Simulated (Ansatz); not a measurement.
Energy needed to pull apart CH2F2Si (SMILES FC=[SiH]F), singlet, into free ground-state atoms, from the structure below (displaced at random from a GFN2-xTB minimum); no zero-point or spin–orbit terms; open-shell atoms are treated unrestricted, in their ground-state multiplicity.

```
6
angstrom
F 1.0744 -1.4203 -0.8705
C 0.7873 -0.1024 -0.5250
Si -0.6436 0.2653 0.4179
F -1.7117 -0.7738 0.9361
H 1.4829 0.5252 -0.8428
H -1.1066 1.4950 0.8953
```

Computed with Ansatz 0.2.0 (basis: def2-TZVPP); correlated methods freeze the cores.

```json
{"method": "PBE-D4", "atomization energy (eV)": "?"}
{"method": "r2SCAN-D4", "atomization energy (eV)": "21.93"}
{"method": "PBE0-D4", "atomization energy (eV)": "21.67"}
{"method": "r2SCANh-D4", "atomization energy (eV)": "21.63"}
{"method": "HSE06-D4", "atomization energy (eV)": "?"}
{"method": "wB97M-V", "atomization energy (eV)": "21.85"}
{"method": "HF", "atomization energy (eV)": "14.91"}
{"method": "MP2", "atomization energy (eV)": "21.86"}
{"method": "CCSD", "atomization energy (eV)": "20.67"}
{"method": "CCSD(T)", "atomization energy (eV)": "21.14"}
```

What does HSE06-D4 give? (An estimate is asked for; the value comes from the calculation.)

By the calculation: 21.70 eV, which is about 0.56 eV more than CCSD(T)/def2-TZVPP.

What does PBE-D4 give? (Judge from chemistry; the value comes from the calculation.)

By the calculation: 22.49 eV, which is about 1.35 eV more than CCSD(T)/def2-TZVPP.

In triple zeta the MP2 and coupled-cluster atomization energies are still short of their basis limit by a few kcal/mol a bond, whereas those of the functionals are nearly converged, so these differences are not deviations from converged CCSD(T).

No T1 diagnostic of these runs exceeds 0.015. The restricted Hartree–Fock reference is unstable towards an unrestricted one here.

For scale, one of the runs: CCSD(T)/def2-TZVPP forces, 163 basis functions, launched by `ansatz run in.yaml --threads 4 --pin off --events-out ev --progress --plain --max-ram 5222MiB`. The run took 2.8 min on 4 CPU threads of an Arm Neoverse N1 (shared host), with 2.4 GiB of host memory at its peak.
